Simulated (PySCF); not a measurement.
## Computed spin Hamiltonian

C8H5FN (doublet state).
Cartesian coordinates in Å at the GFN2-xTB level; atoms count from 1:
```xyz
15
C8H5FN angstrom
N      2.440    1.256   -2.639
C      1.676    0.732   -1.961
C      0.769    0.112   -1.105
C     -0.157   -0.815   -1.287
C     -0.899   -1.098   -0.013
C     -1.650    0.186    0.306
C     -0.715    1.093    0.558
F     -0.856    2.380    0.869
C      0.656    0.458    0.412
C      0.309   -0.947    0.946
H     -1.476   -2.015    0.024
H     -2.714    0.298    0.271
H      1.499    1.000    0.830
H      1.094   -1.681    0.770
H      0.021   -0.951    1.997
```

The hyperfine couplings belong to this conformer and change with its torsions.

Identity: `N#CC1=[C][C@@H]2C=C(F)[C@H]1C2` [radical].

Computed with UKS B3LYP, pcH-1 on C F H N, non-relativistic, mean-field spin-orbit, GIAO (PySCF). Geometry: GFN2-xTB; no solvent, vibrations or thermal averaging. The geometry wasn't refined by DFT: couplings that depend on bond lengths, twists or pyramidal angles can differ widely from those at the functional's own minimum. Stability of the SCF solution: not tested.

```json
{
 "g1, g2, g3": "2.00152, 2.00200, 2.00302",
 "g_iso": "2.00218",
 "Form of g": "rhombic: the two nearest values differ by 32 % of g3 − g1",
 "⟨S²⟩": "0.7669 (exact 0.7500)",
 "α and β electrons": "35, 34",
 "HOMO–LUMO gap, α and β orbitals": "5.05, 3.21 eV",
 "Total energy": "-462.29001 Eh"
}
```

Isotropic coupling and dipolar principal values T1 to T3, in mT (MHz turned into mT with g_iso):

| atom | isotope | a_iso | T1 | T2 | T3 | Mulliken spin population |
| --- | --- | --- | --- | --- | --- | --- |
| N1 | 14N | -0.04 | -0.13 | 0.04 | 0.09 | -0.05 |
| C2 | 13C | 0.82 | -0.08 | 0.04 | 0.05 | 0.04 |
| C3 | 13C | 0.78 | -0.91 | 0.06 | 0.85 | -0.15 |
| C4 | 13C | 16.01 | -2.90 | -1.83 | 4.73 | 1.03 |
| C5 | 13C | 1.30 | -0.31 | -0.24 | 0.55 | 0.00 |
| C6 | 13C | 0.17 | -0.12 | -0.01 | 0.13 | -0.01 |
| C7 | 13C | -0.11 | -0.13 | -0.05 | 0.18 | 0.02 |
| F8 | 19F | 0.46 | -0.47 | -0.40 | 0.87 | 0.00 |
| C9 | 13C | 1.71 | -0.25 | -0.20 | 0.46 | 0.08 |
| C10 | 13C | 0.94 | -0.14 | -0.09 | 0.23 | 0.02 |
| H11 | 1H | 0.66 | -0.26 | -0.22 | 0.48 | 0.01 |
| H12 | 1H | 0.04 | -0.08 | -0.06 | 0.14 | 0.00 |
| H13 | 1H | 0.23 | -0.15 | -0.05 | 0.20 | 0.00 |
| H14 | 1H | -0.04 | -0.15 | -0.08 | 0.24 | 0.00 |
| H15 | 1H | 0.27 | -0.09 | -0.06 | 0.15 | 0.00 |

The largest Mulliken spin populations are on C4 (+1.03), C3 (-0.15) and C9 (+0.08). C4 is the only atom above +0.15. The positive populations add up to 1.21 and the negative ones to -0.21, together 2S = 1.

Axes: g1 points within 8° of the C2–C3 bond.

Under fast tumbling the dipolar parts average out, and these isotropic splittings remain (the largest six): 1 × 1H (H11, I = 1/2, 2 lines) with 0.66 mT, 1 × 19F (F8, I = 1/2, 2 lines) with 0.46 mT, 1 × 1H (H15, I = 1/2, 2 lines) with 0.27 mT, 1 × 1H (H13, I = 1/2, 2 lines) with 0.23 mT, 1 × 1H (H12, I = 1/2, 2 lines) with 0.04 mT and 1 × 1H (H14, I = 1/2, 2 lines) with 0.04 mT.

The 13C coupling of C4 (448.7 MHz) shows only in satellite lines or after enrichment, since that isotope makes up about 1.07 % of natural carbon.

The spin density at the nucleus, in bohr⁻³, is negative for N1 (-0.0034) and C7 (-0.0028), for instance. A restricted open-shell determinant has no negative spin density anywhere; here it arises because α and β orbitals differ (spin polarisation).
